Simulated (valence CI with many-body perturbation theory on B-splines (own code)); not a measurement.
# Bi in brief

Method: valence CI with perturbative core correlation (CI+MBPT): five valence electrons over a frozen Dirac-Fock core [Xe] 4f14 5d10, radial functions for each j: 10 s, 10 p, 9 d, 7 f, 4 g, 2 h, with the one-electron correlation potential Σ1, the two-electron term Σ2, the three-electron term Σ3, Breit, model QED; selected CI, second order for the rest, scaled by the run's own slope (own B-spline code, finite nucleus).

Set against measurement, 16 paired levels are off by 234 cm⁻¹ on average, the worst by 549. These come from a selection out of the NIST Handbook of Basic Atomic Spectroscopic Data. Levels without a partner in it may be off by more. Among the levels kept, up to 380 cm⁻¹ of a level comes from second order outside the variational space, and about a tenth of that is noise between levels of different J, which matters for small intervals.

Levels are named by their leading jj configuration (3d3/2^4 stands for four electrons in 3d with j = 3/2), which in mixed levels can hold well under half, so a name can repeat and another be missing.

Rates and lifetimes use the calculated energies. Strong lines usually hold to 10 to 20 %, long lifetimes can be off by a factor of two.

(1) What is the ground level?

(2) How well does LS coupling describe the low levels?

(3) What are the static dipole polarisabilities of the lowest levels?

(4) Where does the other parity begin?

(5) Name the longest-lived excited levels whose lifetime is computed, and their main decay.

(6) Among levels below 6.591 eV, which E1 lines absorb most strongly from the ground level?

(7) What is the ionisation energy?

Answers

(1) (6s^2 6p1/2^2 6p3/2) J=3/2, composition 54 % 6s2.6p3 4S° + 27 % 6s2.6p3 2P° + 14 % 6s2.6p3 2D°, g = 1.633.

(2) Among the lowest 20 levels the leading LS term, summed over configurations, holds 52 % on average. For single configurations the figures are 47 % in LS and 86 % in jj coupling. Terms mix most in the J = 5/2 level at 5.510 eV, where the leading one holds 22 %.

(3) (6s^2 6p1/2^2 6p3/2) J=3/2 48.2 (tensor -5.2); (6s^2 6p1/2 6p3/2^2) J=3/2 54.1 (tensor -3.1); (6s^2 6p1/2 6p3/2^2) J=5/2 55.5 (tensor -0.48) bohr³, of which the core gives 2.78. The recommended value for the atom is 48 ± 4 bohr³ (Schwerdtfeger and Nagle, table of static dipole polarizabilities (2023 update)).

(4) At (6s^2 6p1/2^2 7s) J=1/2, 4.012 eV.

(5) (6s^2 6p1/2 6p3/2^2) J=5/2 at 1.928 eV lives 133 ms, mostly by M1 to (6s^2 6p1/2^2 6p3/2) J=3/2; (6s^2 6p1/2 6p3/2^2) J=3/2 at 1.431 eV lives 32.4 ms, mostly by M1 to (6s^2 6p1/2^2 6p3/2) J=3/2; (6s^2 6p1/2 6p3/2^2) J=1/2 at 2.691 eV lives 17.7 ms, mostly by M1 to (6s^2 6p1/2^2 6p3/2) J=3/2.

(6) to (6s^2 6p1/2^2 6d5/2) J=5/2 at 225.0 nm, f = 0.261; to (6s^2 6p1/2^2 7s) J=1/2 at 309.1 nm, f = 0.123; to (6s^2 6p1/2 6p3/2 7s) J=5/2 at 206.2 nm, f = 0.105.

(7) 7.2268 eV; NIST lists 7.28552 eV (measured).
